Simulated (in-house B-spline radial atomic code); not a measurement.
Configurations of P³⁺, with energies counted from [Ne] 3s2. Computed with an all-electron radial atomic-structure program (B-spline basis): Dirac-Hartree-Fock, average of configuration, Fermi nucleus of rms radius 3.1889 fm. Energies include first-order Breit, QED and recoil terms.

Occupations are held fixed; configurations that lie above the ionisation limit could autoionise.

```tsv
configuration	E - E(ref) (eV)	highest orbital	its <r> (bohr)
[Ne] 3s1 5p1	38.458	5p3/2	6.999
[Ne] 3s1 5f1	41.025	5f7/2	7.785
[Ne] 3s1 6f1	43.709	6f7/2	11.89
[Ne] 3s1 6g1	43.748	6g9/2	10.99
[He] 2s2 2p5 3s2 3d1	151.59	3d5/2	2.007
[He] 2s2 2p5 3s2 7f1	176.29	7f7/2	16.65
[He] 2s1 2p6 3s2 3p1	194.84	3p3/2	1.72
[He] 2s1 2p6 3s2 4p1	220.26	4p3/2	3.909
[He] 2s1 2p6 3s2 4d1	224.87	4d5/2	4.541
[He] 2s1 2p6 3s2 6p1	232.61	6p3/2	10.42
[He] 2s1 2p6 3s2 7f1	235.81	7f7/2	16.64
```

Order these further configurations by energy, lowest first.
A. [He] 2s2 2p5 3s2 4s1
B. [He] 2s2 2p5 3s2 7g1
C. [Ne] 3s1 4d1
D. [Ne] 3s1 7f1
E. [He] 2s1 2p6 3s2 6g1

C (35.092 eV), D (45.327 eV), A (157.06 eV), B (176.33 eV), E (234.25 eV).

How far above the reference does [Ne] 3s1 7d1 lie?

45.152 eV; its least bound orbital is 7d5/2 with <r> = 16.81 bohr.

How far above the reference does [Ne] 3s1 7p1 lie?

44.467 eV; its least bound orbital is 7p3/2 with <r> = 15.1 bohr.

How far above the reference does [Ne] 3s1 3p1 lie?

8.7698 eV; its least bound orbital is 3p3/2 with <r> = 1.857 bohr.
